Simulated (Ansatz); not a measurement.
Consider the cleavage of the Sb–Al bond: `[F][AlH][SbH2]` + H₂Te → `[SbH2][TeH]` + `[F][AlH2]`.

Computed with Ansatz on PBE0-D4/def2-TZVP structures; ΔE is electronic, products minus reactants. CBS: MP2 limit from def2 TZ/QZ plus the TZ coupled-cluster correction, frozen cores. This one scheme is used for every species. DFT in def2-TZVPP. def2 core potentials past Kr. For Sb, Te outer-core shells are correlated without core-valence functions, which leaves a few kJ/mol of doubt a bond.

Task: Is it downhill or uphill in electronic energy at CCSD(T)/CBS, and by how much? (Estimate.)

Result: Ansatz gave: Downhill: ΔE = -16.9 kJ/mol.

Task: What do these levels give: BLYP-D4, B97M-V, PBE0-D4, BLYP, r2SCAN, PBE0, LC-ωPBE, CCSD/def2-SVP, CCSD/def2-TZVPP, CCSD(T)/def2-TZVPP, MP2/def2-QZVPP, CCSD/CBS(def2)? (An estimate is asked.)

Result: Ansatz gave: BLYP-D4 -21.5, B97M-V -20.1, PBE0-D4 -12.1, BLYP -18.2, r2SCAN -12.7, PBE0 -10.8, LC-ωPBE -9.0, CCSD/def2-SVP -13.0, CCSD/def2-TZVPP -8.8, CCSD(T)/def2-TZVPP -8.7, MP2/def2-QZVPP -20.6, CCSD/CBS(def2) -17.0 kJ/mol.

Largest T1 diagnostic among the species: 0.014.

Leaving LDA and LC-ωPBE aside and taking each functional with its dispersion term where it has one, the values, not all of them listed here, spread over 10.7 kJ/mol, from BHLYP-D4 to PBE-D4. LDA lies +7.4 kJ/mol from PBE without D4. At CCSD(T), def2-SVP lies +4.4 kJ/mol from the extrapolated value and def2-TZVPP +8.2 kJ/mol. In def2-TZVPP, CCSD(T) changes the Hartree–Fock value by +13.8 kJ/mol (the triples alone add +0.1 kJ/mol) and MP2 by +7.3 kJ/mol.
